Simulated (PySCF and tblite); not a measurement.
Values are calculated unless marked as measured or tabulated.
System: 3-methyl-5-isoxazolecarboxylic acid, C₅H₅NO₃, numbered as in [CH3:1][c:2]1[cH:3][c:4]([C:5](=[O:6])[OH:7])[o:8][n:9]1.

For the rotation about the C4–C5 bond (torsion C3–C4–C5–O6 from 0° to 180°, rising): electronic barrier 6.99 kcal/mol, zero-point change -0.10 kcal/mol, thermal and entropy terms at 298.15 K a further 0.48 kcal/mol (symmetry numbers apart). The minimum is Cs, the saddle C1. Level: PBE0/pcSseg-1 + D3(BJ) on GFN2-xTB stationary points, with GFN2-xTB thermal terms. Rate constants are transition-state-theory values, counting equivalent paths, without tunnelling. Programs: tblite and PySCF.

Task: How many equivalent paths lead out of the minimum?

Result: 2: the symmetry number of the minimum is 1, that of the saddle displaced along its mode 1, and the displaced saddle is chiral while the minimum is not, which doubles the count.

Task: Work out the rate at 298.15 K.

Result: ΔG‡ = 7.37 kcal/mol; k_B T/h = 6.2×10¹² s⁻¹; exp(−ΔG‡/RT) = 4×10⁻⁶; times 2 gives k = 5×10⁷ s⁻¹. Wigner's tunnelling factor for the 62i cm⁻¹ mode would be 1.00.
